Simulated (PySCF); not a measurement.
Below is a simulated gas-phase Si 2p photoelectron spectrum of `[SiH3]OB[AsH2]`.

Every computed line was given a Gaussian of 0.7 eV full width at half maximum and an area set by the number of equivalent atoms (split 2:1 within a doublet); the highest printed point is 100. Level of theory: PySCF 2.14.0, delta-SCF UKS SCAN, pcX-2 on the ionised atom, pcseg-1 elsewhere, spin-free X2C.

binding energy (eV), intensity and a bar:
```
    107.0          0 
    107.1          1 
    107.2          3 #
    107.3          6 ##
    107.4         12 ####
    107.5         23 #######
    107.6         38 ###########
    107.7         57 #################
    107.8         76 #######################
    107.9         92 ############################
    108.0        100 ##############################
    108.1        100 ##############################
    108.2         93 ############################
    108.3         83 #########################
    108.4         74 ######################
    108.5         66 ####################
    108.6         60 ##################
    108.7         52 ################
    108.8         43 #############
    108.9         32 ##########
    109.0         22 #######
    109.1         13 ####
    109.2          7 ##
    109.3          4 #
    109.4          2 
    109.5          1 
    109.6          0
```

Task: Count the maxima, the lines and the sites behind this envelope.

Result: The curve has 1 maximum (at 108.0 eV). Under it lie 2 lines from 1 inequivalent silicon site, drawn as a 2p3/2, 2p1/2 pair. At this width some lines have no maximum of their own.

Task: Decompose the envelope and assign each component. Numbering: `[SiH3:1][O:2][BH:3][AsH2:4]`.

Result: 
| position (eV) | relative area | line | atoms | environment |
| --- | --- | --- | --- | --- |
| 108.00 | 0.67 | Si 2p3/2 | Si1 | oxygen-bound silicon |
| 108.63 | 0.33 | Si 2p1/2 | Si1 | oxygen-bound silicon |

The curve has no shake-up lines and no vibrational structure. For 2p shells one spin-free hole was relaxed; a mean-field spin–orbit operator and the ground-state splitting of the three 2p orbitals were then diagonalised within the shell. The shell's mean is (2 × 2p3/2 + 2p1/2)/3, and the degeneracies 2j + 1 give areas of 2:1. 2p1/2 minus 2p3/2 (ligand field included): Si 0.63 eV. Isolated species at its PBE0-D3(BJ)/def2-SVP geometry (one conformer only).

The run took 22 s of wall time on one thread, Arm Neoverse V1 (shared host).

Conformer computed: `[SiH3:1][O:2][BH:3][AsH2:4]`: Si1–O2–B3–As4 6°, H–As4–B3–O2 -42°, H–As4–B3–O2 -137°.
